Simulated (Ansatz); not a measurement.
Input file for Ansatz (a program for electronic structure): U-PBE/def2-TZVPP on PH+, 2S+1 = 4, a spin state set in the input, which need not be the lowest, a point of a bond scan (R = 1.496 Å). Charge +1.

Ansatz 0.2 input:
```yaml
crystal:
  periodic: [false, false, false]
  atoms:
    - {symbol: H, position_ang: [0.00000000, 0.00000000, 0.00000000]}
    - {symbol: P, position_ang: [0.00000000, 0.00000000, 1.49619800]}
basis:
  gaussian:
    orbitals: def2-TZVPP
    pivot_positions_ang: [[0.00000000, 0.00000000, 0.00000000], [0.00000000, 0.00000000, 1.49619800]]
hamiltonian:
  xc: {name: PBE}
total_charge: 1
magnetization: {spin_polarized: true, initial_magnetization: 3}
output: {forces: true, orbitals: {seedname: ./end}}
```

The log:

```
WARN ansatz: RAYON_NUM_THREADS=2 ignored (pool sized by the plan → 2); use --threads N
Functional definition: PBE
integrals: 0.01 GiB planned
346 factors; their error is unknown
mean field: 0.12 GiB planned
mean field evaluation 1: about -9286.2080 eV, gradient 1.2e1 eV
mean field evaluation 2: about -9286.6638 eV, gradient 9.3e0 eV
mean field evaluation 4: about -9286.9589 eV, gradient 7.5e-1 eV
mean field evaluation 8: about -9286.9500 eV, gradient 1.0e-1 eV
mean field -9286.95002387 eV, -341.2891184563 hartree, gradient 2.3e-5 eV, S^2 3.750989; 0 other end points of the search recorded, 0 dependent functions left out
the calculation of the forces begins
reference -9286.95005375 eV, -341.2891195544 hartree; 9, 6 occupied and 47, 50 virtual orbitals, 346 factors
Total energy: -9286.95005375 eV, -341.2891195544 hartree
Atom 0 at     0.000000     0.000000     0.000000 Å, force     0.000000    -0.000000    -0.154645 eV/Å
Atom 1 at     0.000000     0.000000     1.496198 Å, force    -0.000000     0.000000     0.154645 eV/Å
Dipole moment:     0.000000    -0.000000    -0.204897 e Å
```

The calculation finished and met its thresholds.

Cost: roughly 0.4 core-seconds.
